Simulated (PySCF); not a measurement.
C2H5Al, SMILES C=[CH][AlH2], singlet (PBE0/def2-SVP optimised geometry):

```
8

Al     0.699     0.641     0.000
H     -0.120     2.007     0.000
H      2.291     0.641     0.000
C     -0.328    -1.012    -0.001
C     -1.672    -0.980    -0.004
H      0.140    -2.007     0.000
H     -2.291    -1.888    -0.005
H     -2.230    -0.034    -0.005
```

Computed with PBE0/def2-TZVP run with PySCF 2.14.0.

What are the frontier orbital energies and the dipole moment?

HOMO-2 -8.37 eV, HOMO-1 -8.10 eV, HOMO -8.10 eV, LUMO -1.68 eV, LUMO+1 0.31 eV; dipole moment 0.88 D.

On the same geometry PBE/def2-TZVP in PySCF gives HOMO-2 -7.08 eV, HOMO-1 -7.04 eV, HOMO -6.81 eV, LUMO -2.51 eV, LUMO+1 -0.69 eV; dipole moment 0.92 D.

Meta-Löwdin charges at PBE0/def2-TZVP: Al1 0.53, H2 -0.15, H3 -0.14, C4 -0.40, C5 -0.20, H6 0.12, H7 0.12, H8 0.12.
